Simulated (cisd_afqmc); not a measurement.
Input (X2C-AFQMC/CISD/cc-pwCVTZ-DK; cisd_afqmc is a phaseless AFQMC code with CISD trial states that reads the integrals written by Ansatz): The .json basis holds the Basis Set Exchange's core-valence set for the 3d metal and cc-pVXZ-DK of the same size for its partners.

Ansatz 0.2 input:
```python
import cisd_afqmc

open("ham.yaml", "w").write("""\
crystal:
  periodic: [false, false, false]
  atoms:
    - {symbol: Cu, position_ang: [-0.00000000, -0.00000000, -0.04943660]}
    - {symbol: H, position_ang: [0.00000000, 0.00000000, 1.43366134]}
basis:
  gaussian:
    orbitals: cc-pwCVTZ-DK.json
magnetization: {spin_polarized: false}
correlation: {method: ccsd, frozen_orbitals: {Cu: 5, H: 0}, hamiltonian_folder: ham}
""")
rep = cisd_afqmc.ansatz("ham.yaml")
e_ccsd = rep["correlation"]["coupled_cluster"]["energy"]["hartree"]
out = cisd_afqmc.run("ham", e_ccsd, trial="CISD", walkers=100, populations=8, threads=8, dt=0.005, steps=40, early=36, settle=10, least=32,
    cut=5e-5, rank_cut=2e-4, target=0.0006, seconds=3000, seed=4, memory=12960, gpu=False)
```

Output:

```
orbitals 111, occupied [10], factors 604 of 708, rank of the doubles 517 of 1010
E(HF) = -1653.709743
E(CCSD) on the cut factors = -1654.637435, shift to the whole factors -0.000010
Energy of the trial state on the determinant = -1654.637397
  tau behind 10.8 of longer steps, mean of the populations' last blocks
   2.0  -1654.66930
   4.0  -1654.66831
   6.0  -1654.66863
   8.0  -1654.67100
  10.0  -1654.66822
  12.0  -1654.67012
  14.0  -1654.67241
  16.0  -1654.67041
  18.0  -1654.67106
  20.0  -1654.67001
  22.0  -1654.66551
  24.0  -1654.66982
  26.0  -1654.67118
  28.0  -1654.66673
  30.0  -1654.66877
  32.0  -1654.67398
  34.0  -1654.66338
  36.0  -1654.66981
  38.0  -1654.67012
  40.0  -1654.66878
  42.0  -1654.66249
  44.0  -1654.66663
  46.0  -1654.66932
  48.0  -1654.66814
  50.0  -1654.66845
blocks 1938 (0 outliers left out), error by blocks joined: 1: 0.00048, 2: 0.00052, 4: 0.00055, 8: 0.00057, 16: 0.00060
E(AFQMC/CISD) = -1654.66902 +/- 0.00060
```

 The CCSD(T) runs of this state have a T1 diagnostic of up to 0.034.
